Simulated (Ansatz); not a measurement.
CH3S, doublet, geometry from GFN2-xTB; PBE0/def2-SVPD (Ansatz, a quantum-chemistry and plane-wave program).

Ansatz was given this input:
Ansatz 0.2 input:
```yaml
crystal:
  periodic: [false, false, false]
  atoms:
    - {symbol: C, position_ang: [0.08133729, 1.12203680, -0.12550724]}
    - {symbol: S, position_ang: [-0.07291609, -0.56203814, 0.13309778]}
    - {symbol: H, position_ang: [0.80181200, -0.95782336, -0.79481219]}
    - {symbol: H, position_ang: [-0.53276719, 1.73924269, 0.49787221]}
    - {symbol: H, position_ang: [0.40958879, 1.47897019, -1.07958105]}
basis:
  gaussian:
    orbitals: def2-SVPD
hamiltonian:
  xc: pbe0
magnetization: {spin_polarized: true, initial_magnetization: 1}
accuracy: high
```

Problem. Write the output that Ansatz gives for this input, abridged.

Solution. 
```
Functional definition: PBE0
1383 factors; integrals over basis functions are off by at most 3.6e-9 eV
mean field evaluation 1: about -11906.6796 eV, gradient 2.6e1 eV
mean field evaluation 2: about -11903.4303 eV, gradient 3.4e1 eV
mean field evaluation 4: about -11910.3504 eV, gradient 1.3e0 eV
mean field evaluation 8: about -11910.4527 eV, gradient 4.3e-2 eV
mean field evaluation 16: about -11910.4527 eV, gradient 1.0e-4 eV
mean field -11910.45272024 eV, -437.7010642740 hartree, gradient 4.6e-8 eV, S^2 0.755829; 0 other end points of the search recorded, 0 dependent functions left out
reference -11910.45272334 eV, -437.7010643880 hartree; 13, 12 occupied and 58, 59 virtual orbitals, 1383 factors
Total energy: -11910.45272334 eV, -437.7010643880 hartree
```
